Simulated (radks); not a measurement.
The bismuth ion Bi+, configuration [Hg] 6p2. Method: scalar-relativistic Kohn-Sham, PBEsol, spin-polarised, spherical densities, finite nucleus; open shells are filled with parallel spins first (spin-orbit coupling, left out, can overturn this in heavy ions); Fermi nuclear charge, rms radius 5.5211 fm; computed with a radial shooting solver on a logarithmic mesh with Libxc functionals.

X-ray form factor f0, the Fourier transform of the density (f0(0) = 82):

| sin(theta)/lambda (1/angstrom) | f0 (electrons) |
|---|---|
| 0.05 | 80.931 |
| 0.1 | 78.106 |
| 0.15 | 74.324 |
| 0.2 | 70.255 |
| 0.25 | 66.249 |
| 0.3 | 62.437 |
| 0.4 | 55.535 |
| 0.5 | 49.629 |
| 0.6 | 44.656 |
| 0.8 | 36.825 |
| 1 | 30.750 |
| 1.25 | 24.760 |
| 1.5 | 20.379 |
| 2 | 15.434 |
